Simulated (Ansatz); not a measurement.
`[SiH3]B1B[SiH2]1` + `[AsH3]` → `[SiH3][AsH2]` + `B1B[SiH2]1` at 298.15 K and 1 bar (cleavage of the Si–B bond).

Program: Ansatz. Geometries: PBE0-D4/def2-TZVP. ΔE: electronic, gas phase. CBS: MP2 limit from def2 TZ/QZ plus the TZ coupled-cluster correction, frozen cores. For As outer-core shells are correlated without core-valence functions, which leaves a few kJ/mol of doubt a bond. Scalar relativity is left out up to krypton.

```csv
species,CCSD(T)/CBS energy (Eh),H − E (kJ/mol),S (J/(mol·K))
`[SiH3]B1B[SiH2]1`,-631.26067,170.4,346.5
`[AsH3]`,-2236.79077,67.8,222.9
`[SiH3][AsH2]`,-2527.08228,120.7,293.4
`B1B[SiH2]1`,-340.97257,118.0,282.2
```

H − E and S are ideal-gas, rigid-rotor, harmonic terms from PBE0-D4/def2-TZVP. 1 Eh = 2625.50 kJ/mol, R = 8.31446 J/(mol·K).

Task: By hand: ΔE, ΔH, ΔS and ΔG.

Result: ΔE = (-2527.08228) + (-340.97257) − (-631.26067) − (-2236.79077) = -0.00341 Eh = -9.0 kJ/mol. Δ(H − E) = 120.7 + 118.0 − 170.4 − 67.8 = 0.5, so ΔH = -8.5 kJ/mol. ΔS = 293.4 + 282.2 − 346.5 − 222.9 = 6.2 J/(mol·K). ΔG = -8.5 − 298.15 × (6.2)/1000 = -10.3 kJ/mol.

Task: By hand: the equilibrium constant, and the temperature at which ΔG would vanish if ΔH and ΔS stayed fixed.

Result: log₁₀ K = −ΔG/(RT ln 10) = 1.8. ΔH and −TΔS have one sign here, so there is no such temperature.

The number of gas molecules stays the same, so ΔS is small and ΔH decides. A doubt of 5 kJ/mol in ΔE shifts log₁₀ K by 0.9 here. These are equilibria of isolated gas molecules and say nothing of rates. Largest T1 diagnostic: 0.015 (customary marks: 0.02 for closed shells, 0.045 for open ones).
